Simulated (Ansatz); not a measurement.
C$_{3}$H$_{2}$F$_{4}$ (`F/C=C(/F)C(F)F`), relaxed with RKS PBE-D4/def2-SVP in Ansatz 0.2.0 from a rough embedded geometry. The force threshold is 0.03 eV/Å; the program also tests the step.

Total charge 0; spin multiplicity 1.

Start:

```xyz
9

F     0.105   -2.065   -0.219
C    -0.847   -1.122   -0.089
C    -0.517    0.186    0.027
F    -1.577    1.002    0.188
C     0.848    0.678    0.032
F     1.031    1.605   -0.970
F     1.146    1.364    1.177
H    -1.805   -1.547   -0.076
H     1.617   -0.101   -0.071
```

Question: By how much does the energy fall, and how many steps does the optimiser take? (An estimate is asked.)

Answer: Computed: 4.59 kcal/mol, in 5 steps.

Question: Which bonds change most? (Best estimate.)

Answer: The calculation gave: C2–H8 from 1.048 to 1.102 Å; C3–C5 from 1.451 to 1.500 Å; C5–H9 from 1.100 to 1.113 Å; C5–F6 from 1.377 to 1.368 Å.

Question: Give the relaxed structure. (An estimate is asked.)

Answer: The calculation gave: 
```xyz
9

F     0.125   -2.087   -0.226
C    -0.830   -1.157   -0.084
C    -0.525    0.148    0.041
F    -1.508    1.050    0.181
C     0.866    0.709    0.035
F     1.004    1.609   -0.986
F     1.109    1.375    1.205
H    -1.861   -1.546   -0.077
H     1.620   -0.100   -0.087
```
